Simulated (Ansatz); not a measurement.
Ansatz (a quantum-chemistry and plane-wave program) input for tetrachloroaluminate (AlCl₄), SMILES [Cl][Al-]([Cl])([Cl])[Cl], charge -1, B3LYP-D3(BJ)/def2-SVPD. 

Ansatz 0.2 input:
```yaml
crystal:
  periodic: [false, false, false]
  atoms:
    - {symbol: Cl, position_ang: [-1.22042626, 1.22042627, -1.22042626]}
    - {symbol: Al, position_ang: [0.00000000, 0.00000000, -0.00000000]}
    - {symbol: Cl, position_ang: [1.22042626, 1.22042627, 1.22042627]}
    - {symbol: Cl, position_ang: [1.22042627, -1.22042626, -1.22042626]}
    - {symbol: Cl, position_ang: [-1.22042626, -1.22042627, 1.22042626]}
basis:
  gaussian:
    orbitals: def2-SVPD
hamiltonian:
  xc: b3lyp
  dispersion: d3bj
total_charge: -1
relax: {f_tol: 0.002, max_steps: 200}
```

Log of the run:

```
WARN ansatz: RAYON_NUM_THREADS=1 ignored (pool sized by the plan → 1); use --threads N
Functional definition: B3LYP
integrals: 0.10 GiB planned
1275 factors; integrals over basis functions are off by at most 3.3e-4 eV
mean field: 0.78 GiB planned
mean field evaluation 1: about -56682.7895 eV, gradient 1.4e1 eV
mean field evaluation 2: about -56682.5039 eV, gradient 1.8e1 eV
mean field evaluation 4: about -56683.3803 eV, gradient 4.7e-1 eV
mean field evaluation 8: about -56683.3899 eV, gradient 1.1e-3 eV
mean field -56683.38985513 eV, -2083.0761557943 hartree, gradient 3.9e-5 eV, S^2 0.000000; 0 other end points of the search recorded, 0 dependent functions left out
the calculation of the forces begins
reference -56683.39008912 eV, -2083.0761643934 hartree; 41, 41 occupied and 91, 91 virtual orbitals, 1275 factors
relax step   1: F+E_penalty+E_count = -56683.80767640 eV  Δ(F+E_penalty+E_count) = +0.000e0 eV  max|allowed force component| = 6.338e-1 eV/Å  Δτ_max = 0.0000 Å  (24 SCF iters, accepted)
these checks for a lower state are left out or cut short: starts, cluster_reference, orbital_swaps, neighbouring_geometries, increment
integrals: 0.10 GiB planned
1275 factors; integrals over basis functions are off by at most 3.2e-4 eV
mean field: 0.78 GiB planned
mean field evaluation 16: about -56683.5424 eV, gradient 7.6e-2 eV
mean field -56683.54238616 eV, -2083.0817612062 hartree, gradient 7.0e-6 eV, S^2 0.000000; 0 other end points of the search recorded, 0 dependent functions left out
the calculation of the forces begins
reference -56683.54262230 eV, -2083.0817698845 hartree; 41, 41 occupied and 91, 91 virtual orbitals, 1275 factors
relax step   2: F+E_penalty+E_count = -56683.94447240 eV  Δ(F+E_penalty+E_count) = -1.368e-1 eV  max|allowed force component| = 9.771e-2 eV/Å  Δτ_max = 0.0555 Å  (27 SCF iters, accepted)
these checks for a lower state are left out or cut short: starts, cluster_reference, orbital_swaps, neighbouring_geometries, increment
integrals: 0.10 GiB planned
1275 factors; integrals over basis functions are off by at most 3.2e-4 eV
mean field: 0.78 GiB planned
mean field -56683.54923410 eV, -2083.0820128636 hartree, gradient 7.4e-6 eV, S^2 0.000000; 0 other end points of the search recorded, 0 dependent functions left out
the calculation of the forces begins
reference -56683.54947065 eV, -2083.0820215567 hartree; 41, 41 occupied and 91, 91 virtual orbitals, 1275 factors
relax step   3: F+E_penalty+E_count = -56683.94834686 eV  Δ(F+E_penalty+E_count) = -3.874e-3 eV  max|allowed force component| = 1.036e-2 eV/Å  Δτ_max = 0.0104 Å  (28 SCF iters, accepted)
these checks for a lower state are left out or cut short: starts, cluster_reference, orbital_swaps, neighbouring_geometries, increment
integrals: 0.10 GiB planned
1275 factors; integrals over basis functions are off by at most 3.2e-4 eV
mean field: 0.78 GiB planned
mean field evaluation 32: about -56683.5496 eV, gradient 3.0e-5 eV
mean field -56683.54963590 eV, -2083.0820276295 hartree, gradient 4.8e-5 eV, S^2 0.000000; 0 other end points of the search recorded, 0 dependent functions left out
the calculation of the forces begins
reference -56683.54987250 eV, -2083.0820363243 hartree; 41, 41 occupied and 91, 91 virtual orbitals, 1275 factors
relax step   4: F+E_penalty+E_count = -56683.94839226 eV  Δ(F+E_penalty+E_count) = -4.540e-5 eV  max|allowed force component| = 1.551e-4 eV/Å  Δτ_max = 0.0012 Å  (19 SCF iters, accepted)
integrals: 0.10 GiB planned
1275 factors; integrals over basis functions are off by at most 3.2e-4 eV
mean field: 0.78 GiB planned
mean field -56683.54963590 eV, -2083.0820276295 hartree, gradient 4.8e-5 eV, S^2 0.000000; 1 other end points of the search recorded, 0 dependent functions left out
the calculation of the forces begins
reference -56683.54987250 eV, -2083.0820363243 hartree; 41, 41 occupied and 91, 91 virtual orbitals, 1275 factors
Total energy: -56683.94862885 eV, -2083.0966903500 hartree
Atom 0 at    -1.259227     1.259227    -1.259227 Å, force    -0.000155     0.000155    -0.000155 eV/Å
Atom 1 at     0.000000    -0.000000     0.000000 Å, force     0.000000     0.000000    -0.000000 eV/Å
Atom 2 at     1.259227     1.259227     1.259227 Å, force     0.000155     0.000155     0.000155 eV/Å
Atom 3 at     1.259227    -1.259227    -1.259227 Å, force     0.000155    -0.000155    -0.000155 eV/Å
Atom 4 at    -1.259227    -1.259227     1.259227 Å, force    -0.000155    -0.000155     0.000155 eV/Å
Dipole moment:     0.000000    -0.000000     0.000000 e Å
```

The calculation finished and met its thresholds.
